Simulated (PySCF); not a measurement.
Computed IR spectrum (relative IR intensity) of a molecule CH11NOSi3. Geometry optimised at B3LYP-D3(BJ)/def2-SVP. Other conformers were not sampled. Level of theory: B3LYP-D3(BJ)/def2-SVP (PySCF). Frequencies are harmonic and unscaled.

Lines under 2 % of the strongest are left out, and lines within 2 cm⁻¹ are merged.

| ν (cm⁻¹) | relative intensity |
|---|---|
| 171 | 2.8 |
| 228 | 2.9 |
| 266 | 5.1 |
| 302 | 75 |
| 354 | 9.5 |
| 484 | 3.8 |
| 525 | 7.0 |
| 554 | 5.7 |
| 585 | 3.4 |
| 722 | 12 |
| 764 | 8.5 |
| 800 | 10 |
| 819 | 66 |
| 853 | 33 |
| 888 | 67 |
| 914 | 9.2 |
| 944 | 48 |
| 953 | 33 |
| 956 | 12 |
| 964 | 72 |
| 1066 | 100 |
| 1269 | 6.1 |
| 1540 | 10 |
| 2184 | 25 |
| 2192 | 32 |
| 2198 | 28 |
| 2206 | 38 |
| 2247 | 44 |
| 2255 | 36 |
| 3587 | 7.0 |
| 3681 | 8.4 |

**Question.** Pick the molecule that these values belong to.
A) C[Si@H](O)N[SiH2][SiH3]
B) O[SiH2]C[SiH2]N[SiH3]
C) C[Si@@H]([SiH3])O[SiH2]N
D) N[Si@H]([SiH3])CO[SiH3]

**Answer.** C, C[Si@@H]([SiH3])O[SiH2]N
